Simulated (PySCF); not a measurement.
FGe, neutral, multiplicity 2. Atoms are numbered in the order given.

```xyz
2

Ge     0.0000     0.0000    -0.3915
F      0.0000     0.0000     1.3919
```
Charge 0, spin multiplicity 2.

Coordinates come from a PBE-D3(BJ)/def2-TZVPD optimisation.

Level of theory: ωB97X/def2-TZVPD (PySCF).

Mulliken values depend strongly on the basis, most of all with diffuse functions as here. ESP charges are fitted to the potential on shells at 1.4 to 2.0 van der Waals radii. Atomic charges (e):

```json
[
 {"atom": "Ge1", "ESP fit": "0.25", "meta-Löwdin": "0.50", "Mulliken spin": "0.96"},
 {"atom": "F2", "ESP fit": "-0.25", "meta-Löwdin": "-0.50", "Mulliken spin": "0.04"}
]
```
